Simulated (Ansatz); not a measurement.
The cluster HfSe2⁺. The state is a doublet with charge 1. Geometry PBE0-D4/def2-TZVP; atoms count from 1.

```tsv
atom	x (Å)	y (Å)	z (Å)
Hf1	-0.551	-0.816	-0.502
Se2	0.926	0.864	-1.204
Se3	-0.376	-0.048	1.707
```

In the def2 sets Hf takes a core potential; there is no spin–orbit coupling. The structure comes from a short search, and lower isomers may exist.

Estimate the Mulliken populations from the PBE0/def2-TZVP orbitals of Ansatz.


| atom | charge (e) | spin (α − β) | d electrons |
| --- | --- | --- | --- |
| Hf1 | 1.07 | -0.22 | 2.22 |
| Se2 | -0.03 | 0.61 | – |
| Se3 | -0.03 | 0.61 | – |
Mulliken values and Mayer orders depend strongly on the basis.

Where does the spin sit?

Summed by element: Hf -0.22, Se 1.22, of 1 unpaired in all. Largest on single atoms: Se3 0.61, Se2 0.61, Hf1 -0.22.

And the Mayer bond orders between bonded heavy atoms (over 0.3)?

Hf1–Se2 2.08 (2.34 Å); Hf1–Se3 2.08 (2.35 Å).
